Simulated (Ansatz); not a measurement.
Coupled-cluster run, `[OH][SbH][Br]`.

```yaml
crystal:
  periodic: [false, false, false]
  atoms:
    - {symbol: O, position_ang: [-1.171906, 0.459010, -0.218086]}
    - {symbol: Sb, position_ang: [0.749712, 0.230626, -0.501709]}
    - {symbol: Br, position_ang: [1.086023, -1.961919, 0.692933]}
    - {symbol: H, position_ang: [-1.685445, 0.039679, -0.914372]}
    - {symbol: H, position_ang: [1.071516, 1.158904, 0.899834]}
basis:
  gaussian: {orbitals: def2-TZVPP}
correlation: {method: ccsd_t}
output: {orbitals: {seedname: orbitals}}
```

```sh
$ ansatz run in.yaml --threads 2 --pin off --events-out ev --progress --plain --max-ram 4352MiB
```

Output of Ansatz, abridged:

```
Functional definition: HF
1143 factors; integrals over basis functions are off by at most 7.7e-4 eV
mean field evaluation 1: about -78577.5568 eV, gradient 3.8e1 eV
mean field evaluation 2: about -78577.7216 eV, gradient 3.9e1 eV
mean field evaluation 4: about -78580.6586 eV, gradient 2.6e0 eV
mean field evaluation 8: about -78580.7032 eV, gradient 3.1e-1 eV
mean field evaluation 16: about -78580.7039 eV, gradient 1.6e-6 eV
mean field -78580.70394138 eV, -2887.7876059316 hartree, gradient 1.6e-6 eV, S^2 0.000000; 0 other end points of the search recorded, 0 dependent functions left out
14 core orbitals not correlated: weight in the atoms' cores, before any rotation towards them, 1.000 or more for the frozen orbitals, at most 0.000 for the correlated occupied ones
reference -78580.70394138 eV, -2887.7876059316 hartree; 20, 20 occupied and 123, 123 virtual orbitals, 1143 factors
second order -23.55126722 eV of doubles, -0.00000000 eV of singles
cycle   1  -22.92965799 eV  change    6.2e-1 eV  update   1.1e-1
cycle   2  -23.47525832 eV  change   -5.5e-1 eV  update   3.5e-2
cycle   3  -23.59941098 eV  change   -1.2e-1 eV  update   2.0e-2
cycle   4  -23.58196537 eV  change    1.7e-2 eV  update   6.2e-3
cycle   5  -23.57662621 eV  change    5.3e-3 eV  update   2.9e-3
cycle   6  -23.57851938 eV  change   -1.9e-3 eV  update   1.0e-3
cycle   7  -23.57831290 eV  change    2.1e-4 eV  update   4.3e-4
cycle   8  -23.57805803 eV  change    2.5e-4 eV  update   1.4e-4
cycle   9  -23.57811766 eV  change   -6.0e-5 eV  update   6.7e-5
cycle  10  -23.57812208 eV  change   -4.4e-6 eV  update   2.1e-5
perturbative correction -0.80034221 eV, -0.0294120338 hartree
Total energy: -78605.08240567 eV, -2888.6834979700 hartree
```

It took 75 s on 2 threads of an Arm Neoverse V2 on a shared host, with 1.3 GiB of host memory at the peak.

MP2 recovers 96.6 % of the CCSD(T) correlation energy and the triples give 3.3 %; T1 = 0.0125.
